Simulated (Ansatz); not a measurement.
Consider the cleavage of the B–B bond: `BB(C)O` + CH₃NH₂ → `CNB(C)O` + BH₃.

Program: Ansatz. Geometries: PBE0-D4/def2-TZVP. ΔE: electronic, gas phase. CCSD(T)/CBS is the MP2 limit (def2-TZVPP, def2-QZVPP) plus CCSD(T) − MP2 in def2-TZVPP, frozen cores. This one scheme is used for every species. Functionals use def2-TZVPP. B3LYP here is the variant with VWN-RPA as its local correlation; programs differ in this. Each species was taken in one conformer, which may not be the lowest.

| level | ΔE (kJ/mol) | difference from CCSD(T)/CBS |
| --- | --- | --- |
| PBE-D4 | -122.3 | 12.9 |
| r2SCAN-D4 | -131.4 | 3.8 |
| PBE0-D4 | -128.5 | 6.7 |
| B3LYP-D4 | -134.6 | 0.6 |
| ωB97X-V | -132.0 | 3.2 |
| ωB97M-V | -136.4 | -1.2 |
| B2PLYP | -135.6 | -0.4 |
| PBE | -119.3 | 15.9 |
| r2SCAN | -130.4 | 4.8 |
| PBE0 | -125.9 | 9.3 |
| B3LYP | -129.9 | 5.3 |
| HF/def2-TZVPP | -141.4 | -6.2 |
| MP2/def2-TZVPP | -143.3 | -8.1 |
| SCS-MP2/def2-TZVPP | -141.3 | -6.1 |
| CCSD/def2-TZVPP | -136.6 | -1.4 |
| CCSD(T)/def2-TZVPP | -136.9 | -1.7 |
| HF/def2-QZVPP | -141.3 | -6.1 |
| MP2/def2-QZVPP | -142.3 | -7.1 |
| SCS-MP2/def2-QZVPP | -140.3 | -5.1 |
| HF/CBS(def2) | -141.3 | -6.1 |
| MP2/CBS(def2) | -141.6 | -6.4 |
| CCSD/CBS(def2) | -134.9 | 0.3 |
| CCSD(T)/CBS | -135.2 | 0 |

Largest T1 diagnostic among the species: 0.012.

The D4 term adds −4.7 kJ/mol with B3LYP and −2.7 kJ/mol with PBE0; it sums over pairs of atoms, weighted by their polarisabilities, and B3LYP, whose exchange is more repulsive, gets the larger term. From PBE to PBE0 (25 % exact exchange), in def2-TZVPP and without D4, ΔE moves by −6.6 kJ/mol.
